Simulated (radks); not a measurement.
The numbers below are computed, except where a source is named.
Problem. Tl48+, 33 electrons, occupied as [Ar] 3d10 4s2 4p3. Code: a radial shooting solver on a logarithmic mesh with Libxc functionals. Model: Dirac Kohn-Sham, PBE, spin-unpolarised, spherical densities, point nucleus; open shells are shared between the two j in proportion to 2j + 1.

Spin-orbit splittings of the eigenvalues, e(l+1/2) - e(l-1/2), with zeta = 2 splitting/(2l+1) and mean radii in bohr:

shell  occ.  splitting (eV)  zeta (eV)  <r> j=l-1/2  <r> j=l+1/2
2p        6            2072       1381      0.05580      0.06456
3p        6           478.3      318.9       0.1645       0.1795
3d       10           103.5      41.41       0.1556       0.1601
4p        3               ?          ?       0.3434       0.3648

Estimate the 4p splitting.

Solution. 159.6 eV (zeta = 106.4 eV).
